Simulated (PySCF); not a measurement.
# Löwdin shares of the frontier orbitals

Compound: C3H3F3O2S.
Cartesian coordinates in Å at the GFN2-xTB level; atoms count from 1:
```xyz
12
C3H3F3O2S angstrom
C      1.9666   -0.0106    0.4318
C      1.0031   -0.6640   -0.1766
S     -0.3161    0.2694   -0.9400
O     -0.8231   -0.4061   -2.0889
O      0.0187    1.6539   -1.0177
C     -1.6444    0.1187    0.4097
F     -1.1796    0.6601    1.5367
F     -1.8871   -1.1704    0.6509
F     -2.7756    0.7159    0.0782
H      2.7874   -0.5063    0.9239
H      1.9543    1.0676    0.4389
H      0.8970   -1.7290   -0.2727
```

Theory: PySCF, TDDFT CAM-B3LYP/def2-SVPD, vertical, gas phase, core orbitals frozen in the response.

Frontier orbitals with the atoms that hold most of them (Löwdin shares over 4%, at most four atoms; ? is withheld):

```tsv
orbital	ε (eV)	atoms
HOMO-3	-11.81	O5 45%, O4 38%, S3 12%
HOMO-2	-11.30	O5 28%, O4 25%, C2 17%, C1 14%
HOMO-1	-11.08	C2 24%, O4 22%, C1 21%, O5 16%
HOMO	?	?
LUMO	-0.92	?
LUMO+1	0.97	C1 22%, S3 20%, H10 11%, C2 10%
LUMO+2	1.47	S3 39%, F8 12%, H11 8%, O5 7%
```

Q: Which atoms hold the HOMO, and with what shares?

A: O4 (bonded to S) 26%; O5 (bonded to S) 20%; S3 (bonded to 2 C and 2 O) 12%; C6 (bonded to 3 F and S) 12%. By element: oxygen 46%, sulfur 12%, carbon 12% or more.

Q: Which atoms hold the LUMO, and with what shares?

A: C1 (bonded to C and 2 H) 36%; C2 (bonded to C, S and H) 27%; S3 (bonded to 2 C and 2 O) 11%; H10 (bonded to C) 6%. By element: carbon 63% or more, sulfur 11%, hydrogen 6% or more.

Q: What is the HOMO energy, and the HOMO–LUMO gap?

A: ε(HOMO) = -10.67 eV; the gap is 9.75 eV (0.3582 hartree).

Q: The HOMO–LUMO gap is 9.75 eV. Where does the response calculation put the lowest singlet, and from which orbitals?

A: S1 is at 6.21 eV (f = 0.0035), 3.54 eV below the gap, made of HOMO→LUMO (94%). 

Next come S2 at 6.90 eV (f 0.012), HOMO-1→LUMO (58%), HOMO-2→LUMO (36%); S3 at 7.41 eV (f 0.293), HOMO-2→LUMO (50%), HOMO-1→LUMO (36%); S4 at 7.52 eV (f 0.0046), HOMO-3→LUMO (90%); S5 at 7.69 eV (f 0.074), HOMO-4→LUMO (81%).

One conformer stands for the species.
